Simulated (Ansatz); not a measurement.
Species: H₂BSeO, charge 0, doublet. H2BSeO (SMILES O[B][SeH], doublet).
B3LYP-D3(BJ)/def2-TZVP minimum from Ansatz (a quantum-chemistry and plane-wave program):
```
B
O 1 1.3392
H 2 0.9629 1 115.22
Se 1 1.9531 2 121.68 3 -180.00
H 4 1.4693 1 93.82 2 -180.00
```
Charge 0, spin multiplicity 2.

Total energies in hartree (Ansatz). Open shells are spin-unrestricted; no spin-orbit coupling. Cores are frozen in correlated methods (noble-gas shells, and filled d and f shells in the p block). No relativity. For partners of very few electrons the exact lower level stands in for a higher one.

| species | HF/cc-pVTZ | CCSD(T)/cc-pVTZ | HF/cc-pVQZ | CCSD(T)/cc-pVQZ | CCSD(T)/cc-pVDZ | CCSDT(Q)/cc-pVDZ |
|---|---|---|---|---|---|---|
| 1: H2BSeO (SMILES [B]([SeH])O, doublet) | -2500.65522 | -2501.16896 | -2500.66640 | -2501.21662 | -2500.94963 | -2500.95155 |
| 2: B (doublet) | -24.53207 | -24.59810 | -24.53297 | -24.60084 | -24.58941 | -24.58977 |
| 3: O (triplet) | -74.81176 | -74.97396 | -74.81729 | -74.99357 | -74.90995 | -74.91013 |
| 4: H (doublet) | -0.49981 | -0.49981 | -0.49995 | -0.49995 | -0.49928 | -0.49928 |
| 5: Se (triplet) | -2399.87209 | -2399.99441 | -2399.87500 | -2400.00700 | -2399.88510 | -2399.88538 |

Task: Work out the atomisation energy (electronic, to ground-state atoms) in kJ/mol: take Hartree-Fock from cc-pVQZ, extrapolate the CCSD(T) correlation energy as X^-3 (X = 3, 4), and add CCSDT(Q) - CCSD(T) in cc-pVDZ. 1 hartree = 2625.5 kJ/mol.

Result: 
Species 1: correlation (64·(-0.55022) - 27·(-0.51374))/37 = -0.57684; step -0.00192; E1 = -2500.66640 + (-0.57684) + (-0.00192) = -2501.24516
Species 2: correlation (64·(-0.06787) - 27·(-0.06603))/37 = -0.06921; step -0.00036; E2 = -24.53297 + (-0.06921) + (-0.00036) = -24.60254
Species 3: correlation (64·(-0.17628) - 27·(-0.16220))/37 = -0.18655; step -0.00018; E3 = -74.81729 + (-0.18655) + (-0.00018) = -75.00402
Species 4: correlation (64·(0.00000) - 27·(0.00000))/37 = 0.00000; step +0.00000; E4 = -0.49995 + (0.00000) + (+0.00000) = -0.49995
Species 5: correlation (64·(-0.13200) - 27·(-0.12232))/37 = -0.13906; step -0.00028; E5 = -2399.87500 + (-0.13906) + (-0.00028) = -2400.01434
-1·E1 +1·E2 +1·E3 +2·E4 +1·E5 = 0.62436 hartree = 1639.3 kJ/mol.
